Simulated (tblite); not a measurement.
Start geometry of `F/C(=C\C(F)(F)F)CCl` from a force field or distance geometry (Å):
```
atom  x, y, z in Å
F1    -0.257    0.411    1.619
C2    -0.526   -0.003    0.330
C3     0.521   -0.156   -0.471
C4     1.912    0.134   -0.041
F5     2.663   -1.033    0.120
F6     1.952    0.768    1.190
F7     2.543    0.980   -0.946
C8    -1.929   -0.277   -0.077
Cl9   -2.770    1.271    0.145
H10    0.277   -0.491   -1.487
H11   -2.375   -0.951    0.691
H12   -2.011   -0.653   -1.099
```

Q: What comes out of this run: tblite 0.8.0, GFN2-xTB geometry optimisation, gas phase?

A: 
```
atom  x, y, z in Å
F1    -0.1800   -0.9502    1.4508
C2    -0.4880   -0.2697    0.3393
C3     0.4605    0.2974   -0.3936
C4     1.9154    0.2209   -0.0397
F5     2.3756   -1.0387    0.0021
F6     2.1911    0.7678    1.1541
F7     2.6632    0.8715   -0.9400
C8    -1.9615   -0.2698    0.0998
Cl9   -2.4142    0.6522   -1.3441
H10    0.2197    0.8449   -1.2880
H11   -2.4702    0.1717    0.9613
H12   -2.3105   -1.2986   -0.0282
```

The energy falls by 0.525 eV over 134 L-BFGS steps, the largest force on an atom goes from 2.02 to 0.008 eV/Å, and the atoms move by 0.911 Å rms after alignment. The bond that changes most is C4–F5 (CF3 carbon to fluorine of a CF3 group), which shortens by 0.056 Å. Bonds longer at the end by more than 0.005 Å: 2 of 11; shorter: 6. Among the angles that change most is F1–C2–C8, from 119.7° to 111.1°. Among the dihedrals that turn most is C3–C2–C8–Cl9, from -121° to -1°. Rotational constants go from 3035, 639.3, 624.6 to 2403, 721.7, 616.7 MHz. The orientation of the end geometry is arbitrary; only internal coordinates are fixed.

On Arm Neoverse V1, one thread, shared host, this took 0.87 s of wall time.

Its GFN2-xTB frequencies are all real (lowest 23 cm⁻¹). One conformer, not necessarily the lowest. 3 starts were optimised and ended at 0.00, 0.01 and 0.92 kcal/mol (GFN2-xTB); the lowest of these is shown.

All values are computed, not measured.
